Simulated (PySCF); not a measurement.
C8H6S, SMILES C(c1sc(C#C)cc1)=C (GFN2-xTB optimised geometry):

```
15

C     -1.967    -3.453     0.001
C     -1.219    -2.511     0.000
C     -0.363    -1.407     0.000
C      1.009    -1.407     0.000
C      1.553    -0.116     0.000
C      0.608     0.881     0.000
C      0.846     2.298     0.001
C     -0.101     3.232     0.001
S     -0.998     0.213     0.000
H     -2.610    -4.281     0.001
H      1.592    -2.311     0.000
H      2.610     0.084     0.000
H      1.892     2.578     0.001
H     -1.147     2.973     0.001
H      0.139     4.281     0.002
```

Calculation: B3LYP/def2-TZVP run with PySCF.

What are the frontier orbital energies and the dipole moment?

HOMO-2 -7.94 eV, HOMO-1 -7.29 eV, HOMO -5.99 eV, LUMO -1.92 eV, LUMO+1 0.04 eV; dipole moment 0.98 D.

Meta-Löwdin charges at B3LYP/def2-TZVP: C1 -0.20, C2 -0.03, C3 -0.12, C4 -0.13, C5 -0.15, C6 -0.10, C7 -0.10, C8 -0.26, S9 0.29, H10 0.17, H11 0.13, H12 0.13, H13 0.12, H14 0.12, H15 0.13.
